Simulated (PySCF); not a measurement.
# How methods differ on the ionisation energy of Er²⁵⁺

Er²⁵⁺ [Kr] 4d7 [4d3/2^4 4d5/2^3, M_J = 9/2] → Er²⁶⁺ [Kr] 4d6 [4d3/2^4 4d5/2^2, M_J = 4], as a difference of total energies. Calculation: PySCF 2.14, in an even-tempered Gaussian basis (17 s from 1.9 bohr⁻², ratio 2.8; 14 p from 2.5 bohr⁻², ratio 2.8; 10 d from 2.5 bohr⁻², ratio 2.8; 3 f from 12 bohr⁻², ratio 3); the two-component X2C-1e Hamiltonian. Correlated levels: [Ar] 3d10 frozen; the 102 highest virtual spinors dropped. "Screened" scales the spin-orbit matrix elements by Boettger's factors to mimic the two-electron term; Breit and QED terms are absent.

```
                    method  ionisation energy (eV)
 GHF (screened spin-orbit)                  898.75
GMP2 (screened spin-orbit)                  898.88
```

Breit and QED terms and the two-electron picture change are absent.

The labels give the starting determinants; with spin-orbit coupling the two ends relaxed to ⟨J²⟩ = 24.75, ⟨L²⟩ = 14.79, ⟨S²⟩ = 2.88 and ⟨J²⟩ = 20.03, ⟨L²⟩ = 9.99, ⟨S²⟩ = 3.96.

For comparison: 899 ± 4 eV (theoretical estimate listed by NIST; NIST Atomic Spectra Database, ionization energies).
